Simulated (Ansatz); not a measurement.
Gas-phase reaction (SMILES): BBr (BH2Br) [bromoborane] → [BH]Br + H atom; the B-H bond at the site shown breaks (other sites are not compared here).

Each molecule is optimised on its own at B3LYP-D3(BJ)/def2-TZVP (Ansatz, an electronic-structure program). Correlated levels leave the core frozen unless marked. Open shells are spin-unrestricted. Spin-orbit coupling is left out. The frozen core is the preceding noble-gas configuration, with the filled d and f shells of earlier blocks. Non-relativistic. CBS(X,Y): correlation extrapolated as X^-3; Hartree-Fock from the larger set (for Q and 5 zeta extrapolated as (X+1)exp(-9√X)). Thermal terms are rigid-rotor harmonic-oscillator values from B3LYP-D3(BJ) frequencies (Ansatz) at 298.15 K and 1 atm. 1 Eh = 627.5095 kcal/mol. Atoms have translation alone. Electronic entropy comes from spin alone.

| species | E, CCSD(T)/CBS(cc-pVQZ,cc-pV5Z) (Ansatz) (Eh) | E, wB97M-V/def2-TZVPD (Ansatz) (Eh) | H - E (Eh) | G - E (Eh) |
|---|---|---|---|---|
| BBr (BH2Br) | -2598.68524 | -2600.05857 | 0.02466 | -0.00325 |
| [BH]Br | -2598.01072 | -2599.38810 | 0.01352 | -0.01500 |
| H atom | -0.50000 | -0.49411 | 0.00236 | -0.01065 |

Work out ΔE and ΔH, ΔG, ΔS and the equilibrium constant at 298.15 K at the first level, then ΔH at the second.


1. ΔE = [(-2598.01072) + (-0.50000)] - [(-2598.68524)] = 0.17452 Eh = 109.5 kcal/mol at CCSD(T)/CBS(cc-pVQZ,cc-pV5Z).
2. The terms H - E add up to -0.00878 Eh, so ΔH = (0.17452 + (-0.00878))×627.5095 = 104.0 kcal/mol.
3. The terms G - E add up to -0.02240 Eh, so ΔG = 95.5 kcal/mol, and ΔS = (-0.00878 - (-0.02240))×627509.5/298.15 = 28.7 cal/(mol K).
4. log10 K = -ΔG/(RT ln 10) = -70.0, with RT ln 10 = 1.3642 kcal/mol.
5. With ΔH and ΔS taken as constant, ΔG changes sign near ΔH/ΔS = 3620 K, a rough figure that leaves out heat capacities.
6. At wB97M-V/def2-TZVPD the same steps give ΔE = 110.7 and ΔH = 105.2 kcal/mol, a shift of +1.2 from the first level.
7. These values are not checked against measurement here, since the tables used lack a sound gas-phase enthalpy of formation for at least one species.
